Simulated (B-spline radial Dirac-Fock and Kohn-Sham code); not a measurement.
Auger decay of the N4 hole in Pb²⁺

System: Pb²⁺, configuration [Xe] 4f14 5d10 6s2, inside a Watson sphere of charge -2 and radius 2.4 Å (a model of the Madelung potential; inside it an electron's potential energy is raised by 12.0 eV).

These are calculated numbers from a B-spline atomic structure program; the model is independent-particle rates on relativistic LDA orbitals of the hole state (multipoles up to L = 3, Coulomb Auger matrix elements, transition energies from Dirac-Fock). Kinetic energies are configuration averages from the vacuum level; the two-hole energies are estimated from single-hole states.

```csv
transition,kinetic energy (eV),width (meV),share (%)
N4-N6O1,108.1,616,8.3
N4-N6N6,112.5,722,9.7
N4-N7O1,113.0,53.0,0.7
N4-N6N7,116.5,2290,30.9
N4-N6O2,155.1,507,6.8
N4-N7O2,159.7,98.8,1.3
N4-N6O3,178.2,701,9.4
N4-N7O3,183.1,45.8,0.6
N4-O1O4,234.4,62.6,0.8
N4-N6O4,246.7,591,8.0
N4-N6O5,249.4,606,8.1
N4-N7O4,251.4,662,8.9
N4-N6P1,267.8,87.8,1.2
N4-O3O4,302.8,74.0,1.0
N4-O4O4,369.7,37.6,0.5
N4-O4O5,372.2,73.8,1.0
```

Coster-Kronig rates are the weakest part of this model and often come out 1.5 to 2.5 times too large. Super-Coster-Kronig decay this fast strains the one-particle picture, and such widths tend to come out too large. The listed channels hold 97 % of the non-radiative rate. Summed by principal shells, of 7.43 eV in all: NNO 52.6 %, NNN 41.0 %, NOO 5.0 %, NNP 1.3 %.
